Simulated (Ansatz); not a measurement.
Consider the cleavage of the Ge–Si bond: `F[SiH](Cl)[GeH2][Cl]` + HCl → `[Cl][GeH2][Cl]` + `F[SiH2]Cl`.

Calculated with Ansatz (gas phase, PBE0-D4/def2-TZVP geometries, no zero-point term in ΔE). CCSD(T)/CBS adds triple-zeta CCSD(T) − MP2 to the extrapolated MP2 energy (def2 sets, frozen cores). This one scheme is used for every species. Functionals use def2-TZVPP. For Ge outer-core shells are correlated without core-valence functions, which leaves a few kJ/mol of doubt a bond. Scalar relativity is left out up to krypton. Each species was taken in one conformer, which may not be the lowest.

Question: Is it downhill or uphill in electronic energy at CCSD(T)/CBS, and by how much? (An estimate is asked.)

Answer: The calculation gave: Downhill: ΔE = -67.4 kJ/mol.

Question: What do these levels give: B97M-V, PBE0-D4, r2SCANh-D4, ωB97M-V, PBE, BLYP, LC-ωPBE, CCSD(T)/def2-SVP, HF/def2-TZVPP, MP2/def2-TZVPP, SCS-MP2/def2-TZVPP, HF/CBS(def2)? (Best estimate.)

Answer: The calculation gave: B97M-V -70.4, PBE0-D4 -61.6, r2SCANh-D4 -68.6, ωB97M-V -71.2, PBE -60.6, BLYP -70.0, LC-ωPBE -68.0, CCSD(T)/def2-SVP -75.1, HF/def2-TZVPP -94.9, MP2/def2-TZVPP -75.5, SCS-MP2/def2-TZVPP -78.6, HF/CBS(def2) -95.6 kJ/mol.

Largest T1 diagnostic among the species: 0.011.

The D4 term adds +7.7 kJ/mol with B3LYP and +4.6 kJ/mol with PBE0; it sums over pairs of atoms, weighted by their polarisabilities, and B3LYP, whose exchange is more repulsive, gets the larger term. From PBE to PBE0 (25 % exact exchange), in def2-TZVPP and without D4, ΔE moves by −5.5 kJ/mol. At CCSD(T), def2-SVP lies −7.6 kJ/mol from the extrapolated value and def2-TZVPP −2.0 kJ/mol.

B3LYP here is the variant with VWN-RPA as its local correlation; programs differ in this.
